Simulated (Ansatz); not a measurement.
Computed with Ansatz on PBE0-D4/def2-TZVP structures; ΔE is electronic, products minus reactants. CCSD(T)/CBS is the MP2 limit (def2-TZVPP, def2-QZVPP) plus CCSD(T) − MP2 in def2-TZVPP, frozen cores. Functionals use def2-TZVPP. Elements past krypton have def2 core potentials. For Sn outer-core shells are correlated without core-valence functions, which leaves a few kJ/mol of doubt a bond. Each species was taken in one conformer, which may not be the lowest.

Consider the substitution at a C–O bond: `C[O][Sn][OH]` + `[SH][SnH]([Cl])[Cl]` → `C[S][SnH]([Cl])[Cl]` + `[OH][Sn][OH]`.

```json
{"level": "PBE", "ΔE (kJ/mol)": "-50.2"}
{"level": "r2SCAN0", "ΔE (kJ/mol)": "-52.1"}
{"level": "LC-ωPBE", "ΔE (kJ/mol)": "-50.2"}
{"level": "CCSD(T)/def2-TZVPP", "ΔE (kJ/mol)": "-49.7"}
```

What does CCSD(T)/CBS give? (Best estimate.)

Ansatz gave: -55.8 kJ/mol. The listed levels differ from it by 5.6, 3.7, 5.6, 6.1 kJ/mol.

Largest T1 diagnostic among the species: 0.018.

Leaving LDA and LC-ωPBE aside and taking each functional with its dispersion term where it has one, the values, not all of them listed here, spread over 8.4 kJ/mol, from PBE-QIDH to CAM-B3LYP-D4. In def2-TZVPP, CCSD(T) changes the Hartree–Fock value by −10.8 kJ/mol (the triples alone add −1.8 kJ/mol) and MP2 by −18.6 kJ/mol.
